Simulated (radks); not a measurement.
Species: F VII. Configuration: [He] 2s1. Calculated with a radial shooting solver on a logarithmic mesh with Libxc functionals: non-relativistic Kohn-Sham, XLYP, spin-polarised, spherical densities, point nucleus; open shells are filled with parallel spins first.

Unscreened Slater integrals over Kohn-Sham orbitals (cm^-1). They are taken over the spin-up orbitals. Empty in this configuration: 2p.

integral,value
"F0(2s,2s)",256060
"F0(2s,1s)",357750
"G0(2s,1s)",33775
"F0(2s,2p)",269170
"G1(2s,2p)",157570
"F0(1s,1s)",1180300
"F0(1s,2p)",392920
"G1(1s,2p)",64047
"F0(2p,2p)",289320
"F2(2p,2p)",138700
